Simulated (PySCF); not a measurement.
A geometry optimisation on `C[SiH2]CBr`.

Method: PBE0-D3(BJ)/def2-SVP geometry optimisation, gas phase (PySCF 2.14.0). Start geometry: GFN2-xTB. The input is one job of a driver script: a line of settings, then coordinates in Å.

Command:
```bash
OMP_NUM_THREADS=1 python probes_run.py task.json out
```

Input:
```
{"job": {"xc": "PBE0", "basis": "def2-SVP", "d3": "d3bj", "grid": 1, "shake": 0.01, "kind": "geom"}, "charge": 0, "multiplicity": 1}
C     -1.574400     0.087790     0.450370
Si    -0.073400    -0.640510    -0.389370
C      1.396730     0.509280    -0.024970
Br     3.052740    -0.225930    -0.858230
H     -1.776160     1.127900     0.110780
H     -1.501140     0.129090     1.525800
H     -2.469080    -0.468940     0.203820
H      0.267440    -1.952730     0.153750
H     -0.219340    -0.693280    -1.824110
H      1.642430     0.592320     1.053630
H      1.292300     1.509170    -0.417120
```

Output:
```
step   0  E = -2943.10357848  max force = 0.018890
step   1  E = -2943.10639295  max force = 0.004093
step   2  E = -2943.10698177  max force = 0.002024
step   3  E = -2943.10723894  max force = 0.001585
step   4  E = -2943.10726867  max force = 0.001036
step   5  E = -2943.10727891  max force = 0.000270
optimisation converged
```

Energies in Eh; «max force» is the largest Cartesian gradient component in Eh/bohr.

**Question.** Give the first gradient maximum in eV/Å.

**Answer.** With 1 Eh/bohr = 51.422 eV/Å, 0.971 eV/Å.

**Question.** How much energy does the optimisation release, in eV?

**Answer.** E(step 0) − E(last step) = 0.003700 Eh, which is 0.101 eV.

In short: final energy -2943.10728 Eh after 5 steps; dipole 2.38 D.

**Question.** Where do the atoms end?

**Answer.** 0.032 Å rms from the input after alignment:
```
atom  x, y, z in Å
C1    -1.5566    0.2067    0.5145
Si2   -0.1097   -0.6096   -0.3644
C3     1.4603    0.4125   -0.0892
Br4    2.9761   -0.3908   -1.0045
H5    -1.7084    1.2376    0.1590
H6    -1.3932    0.2372    1.6029
H7    -2.4860   -0.3540    0.3287
H8     0.1256   -1.9831    0.1731
H9    -0.3642   -0.6968   -1.8336
H10    1.7275    0.4732    0.9754
H11    1.3583    1.4363   -0.4768
```

**Question.** How long does this job take on Arm Neoverse V2, one thread, no GPU (shared host)? And the peak memory of the process?

**Answer.** About 29 s, with 0.48 GiB resident at the peak, the Python interpreter and its libraries included.
Labels such as C1 count atoms from 1, the log's own numbers from 0.
